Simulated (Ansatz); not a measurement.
`C[CH](C)[Al]([Cl])[Cl]`. Total charge 0; spin multiplicity 1. Geometry: relaxed with PBE0-D4/def2-TZVP. It is one conformer, not always the lowest.

```xyz
13

C     0.458    1.378    0.289
C     0.247    0.024   -0.392
C     0.895   -1.099    0.420
Al   -1.652   -0.328   -0.672
Cl   -2.504   -0.605   -2.563
Cl   -2.943   -0.450    0.972
H     1.525    1.560    0.458
H     0.077    2.212   -0.307
H    -0.034    1.417    1.266
H     0.711    0.053   -1.385
H     0.832   -2.070   -0.079
H     1.958   -0.888    0.588
H     0.430   -1.203    1.405
```

Q: What is the dipole moment at B3LYP/def2-TZVPP? (Estimate.)

A: The calculation gave: 2.18 D, with components (2.13, 0.40, 0.23) D in this frame, pointing from negative to positive charge.

Q: And with PBE, r2SCAN, ωB97M-V? (Estimate.)

A: The calculation gave: PBE 2.17 D, r2SCAN 2.17 D, ωB97M-V 2.15 D.

Q: Give the Mulliken charges with B3LYP, PBE, ωB97M-V in def2-TZVPP. (An estimate is asked.)

A: Computed: 
```
atom  B3LYP    PBE  ωB97M-V
  C1  -0.30  -0.29    -0.35
  C2  -0.06  -0.05    -0.21
  C3  -0.30  -0.29    -0.35
 Al4   0.57   0.50     0.56
 Cl5  -0.24  -0.21    -0.21
 Cl6  -0.25  -0.23    -0.22
  H7   0.08   0.07     0.10
  H8   0.09   0.09     0.11
  H9   0.10   0.10     0.12
 H10   0.07   0.07     0.10
 H11   0.09   0.09     0.11
 H12   0.08   0.07     0.10
 H13   0.10   0.10     0.12
```

B3LYP here is the variant with VWN-RPA as its local correlation; programs differ in this.
